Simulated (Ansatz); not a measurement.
Ansatz (a quantum-chemistry and plane-wave program) input (HF/6-31G*):

Ansatz 0.2 input:
```yaml
crystal:
  periodic: [false, false, false]
  atoms:
    - {symbol: N, position_ang: [1.25926500, 1.04598000, -0.55374800]}
    - {symbol: Si, position_ang: [-0.00101900, 0.16250000, 0.09864900]}
    - {symbol: N, position_ang: [-1.50138900, 0.82528700, -0.24606700]}
    - {symbol: N, position_ang: [-0.04244100, -1.51807700, -0.79791200]}
    - {symbol: O, position_ang: [0.30838700, -0.51933500, 1.53208000]}
    - {symbol: H, position_ang: [2.17908100, 1.06660400, -0.14160700]}
    - {symbol: H, position_ang: [1.16576800, 1.69721000, -1.31720700]}
    - {symbol: H, position_ang: [-1.60235800, 1.79927100, -0.48896700]}
    - {symbol: H, position_ang: [-2.38058300, 0.42468700, 0.04371100]}
    - {symbol: H, position_ang: [-0.78367300, -2.12759000, -0.44803900]}
    - {symbol: H, position_ang: [0.83822800, -2.01719600, -0.66125500]}
    - {symbol: H, position_ang: [-0.18323300, -1.40343100, -1.80181500]}
    - {symbol: H, position_ang: [0.30589600, -0.03220700, 2.36153400]}
basis:
  gaussian:
    orbitals: 6-31G*
hamiltonian:
  xc: {name: HF}
total_charge: 1
relax: {f_tol: 0.003, max_steps: 120}
```

From the output:

```
mean field -14468.83094012 eV, -531.7197297234 hartree, gradient 1.3e-5 eV, S^2 0.000000; 0 other end points of the search recorded, 0 dependent functions left out
the calculation of the forces begins
reference -14468.83094012 eV, -531.7197297234 hartree; 25, 25 occupied and 70, 70 virtual orbitals, 1060 factors
relax step   7: F+E_penalty+E_count = -14468.83094012 eV  Δ(F+E_penalty+E_count) = -5.723e-5 eV  max|allowed force component| = 8.027e-3 eV/Å  Δτ_max = 0.0147 Å  (24 SCF iters, accepted)
these checks for a lower state are left out or cut short: starts, cluster_reference, orbital_swaps, neighbouring_geometries, increment
integrals: 0.04 GiB planned
1060 factors; integrals over basis functions are off by at most 3.8e-4 eV
mean field: 0.29 GiB planned
mean field -14468.83096478 eV, -531.7197306299 hartree, gradient 1.3e-5 eV, S^2 0.000000; 0 other end points of the search recorded, 0 dependent functions left out
the calculation of the forces begins
reference -14468.83096478 eV, -531.7197306299 hartree; 25, 25 occupied and 70, 70 virtual orbitals, 1060 factors
relax step   8: F+E_penalty+E_count = -14468.83096478 eV  Δ(F+E_penalty+E_count) = -2.467e-5 eV  max|allowed force component| = 6.079e-3 eV/Å  Δτ_max = 0.0097 Å  (23 SCF iters, accepted)
these checks for a lower state are left out or cut short: starts, cluster_reference, orbital_swaps, neighbouring_geometries, increment
integrals: 0.04 GiB planned
1060 factors; integrals over basis functions are off by at most 3.8e-4 eV
mean field: 0.29 GiB planned
mean field -14468.83097692 eV, -531.7197310759 hartree, gradient 1.5e-5 eV, S^2 0.000000; 0 other end points of the search recorded, 0 dependent functions left out
the calculation of the forces begins
reference -14468.83097692 eV, -531.7197310759 hartree; 25, 25 occupied and 70, 70 virtual orbitals, 1060 factors
relax step   9: F+E_penalty+E_count = -14468.83097692 eV  Δ(F+E_penalty+E_count) = -1.214e-5 eV  max|allowed force component| = 6.999e-3 eV/Å  Δτ_max = 0.0109 Å  (23 SCF iters, accepted)
these checks for a lower state are left out or cut short: starts, cluster_reference, orbital_swaps, neighbouring_geometries, increment
integrals: 0.04 GiB planned
1060 factors; integrals over basis functions are off by at most 3.8e-4 eV
mean field: 0.29 GiB planned
mean field evaluation 64: about -14468.8310 eV, gradient 2.2e-4 eV
mean field -14468.83098076 eV, -531.7197312169 hartree, gradient 1.6e-5 eV, S^2 0.000000; 0 other end points of the search recorded, 0 dependent functions left out
the calculation of the forces begins
reference -14468.83098076 eV, -531.7197312169 hartree; 25, 25 occupied and 70, 70 virtual orbitals, 1060 factors
relax step  10: F+E_penalty+E_count = -14468.83098076 eV  Δ(F+E_penalty+E_count) = -3.837e-6 eV  max|allowed force component| = 2.790e-3 eV/Å  Δτ_max = 0.0033 Å  (24 SCF iters, accepted)
integrals: 0.04 GiB planned
1060 factors; integrals over basis functions are off by at most 3.8e-4 eV
mean field: 0.29 GiB planned
mean field -14468.83098076 eV, -531.7197312169 hartree, gradient 1.6e-5 eV, S^2 0.000000; 1 other end points of the search recorded, 0 dependent functions left out
the calculation of the forces begins
reference -14468.83098076 eV, -531.7197312169 hartree; 25, 25 occupied and 70, 70 virtual orbitals, 1060 factors
Total energy: -14468.83098076 eV, -531.7197312169 hartree
Atom 0 at     1.262155     1.051054    -0.538576 Å, force    -0.000347     0.001322    -0.000067 eV/Å
Atom 1 at    -0.002578     0.160693     0.093697 Å, force    -0.000586     0.002178     0.000657 eV/Å
Atom 2 at    -1.498845     0.829109    -0.256726 Å, force     0.000924    -0.002790     0.001499 eV/Å
Atom 3 at    -0.044482    -1.521190    -0.798346 Å, force    -0.000551    -0.001637    -0.001025 eV/Å
Atom 4 at     0.290914    -0.515300     1.528104 Å, force    -0.000040    -0.001164    -0.001399 eV/Å
Atom 5 at     2.176903     1.055043    -0.137319 Å, force     0.000306    -0.001447     0.000305 eV/Å
Atom 6 at     1.171604     1.708775    -1.284399 Å, force     0.000317    -0.000119    -0.000945 eV/Å
Atom 7 at    -1.595422     1.797061    -0.486586 Å, force    -0.000017     0.000418    -0.000470 eV/Å
Atom 8 at    -2.373353     0.429491     0.015434 Å, force    -0.000561     0.000378    -0.000683 eV/Å
Atom 9 at    -0.738600    -2.141319    -0.404816 Å, force     0.001886     0.001583    -0.000945 eV/Å
Atom 10 at     0.843857    -1.994525    -0.709291 Å, force    -0.002193     0.001417    -0.000165 eV/Å
Atom 11 at    -0.243097    -1.428443    -1.783677 Å, force     0.000768    -0.000512     0.002398 eV/Å
Atom 12 at     0.312871    -0.026748     2.341856 Å, force     0.000095     0.000373     0.000841 eV/Å
Dipole moment:    -0.088978    -0.356688    -0.391869 e Å
```

The dipole moment of an ion depends on the origin.

The geometry given is a B3LYP-D3(BJ)/def2-TZVP minimum.
